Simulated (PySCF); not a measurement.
## Excitation energy of F by level of theory

F [He] 2s2 2p5 (2P) → F [He] 2s1 2p6 (2S), as a difference of total energies. All numbers are calculated (PySCF 2.14, no relativity, point nucleus, in def2-QZVPPD). Correlated levels: valence: 1s2 frozen. The calculations carry no spin-orbit coupling.

```csv
method,excitation energy (eV)
UHF,23.865
MP2 (valence),21.854
SCS-MP2 (valence),21.742
CCSD (valence),20.975
CCSD(T) (valence),19.440
```

Problem. How much does correlation contribute at CCSD(T) (valence)?

Solution. 19.440 − (23.865) = -4.425 eV, measured against UHF.

A first-order spin-orbit estimate (lowest level to lowest level, LS coupling) adds 0.017 eV.

The upper state lies above the first ionisation limit, where it may autoionise and the basis confines it.

The coupled-cluster amplitudes are large for the upper state (T1 above 0.03 or a double amplitude above 0.15), so a single reference is strained.
